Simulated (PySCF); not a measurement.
A calculated (BLYP, PySCF 2.14, def2-TZVPPD, the non-relativistic Hamiltonian (point nucleus)) atom or ion has these occupied shells.

```tsv
shell	electrons	orbital energy (eV)	rms radius, mean of both spins (bohr)
1s α	1	-11546.5	0.0537
1s β	1	-11546.3	0.0537
2s α	1	-1450.2	0.224
2s β	1	-1450.1	0.224
2p α	3	-1297.6	0.198
2p β	3	-1297.5	0.198
3s α	1	-184.97	0.653
3s β	1	-184.75	0.653
3p α	3	-133.44	0.674
3p β	3	-133.20	0.674
3d α	5	-43.026	0.757
3d β	5	-42.671	0.757
4s α	1	-15.412	2.08
4p α	3	-6.229	2.66
4p β	1	-4.524	2.66
```

(1) Name the element and its charge.

Results:

(1) As (arsenic, neutral), in [Ar] 3d10 4s1 4p4, high-spin 4P determinant (an excited configuration).
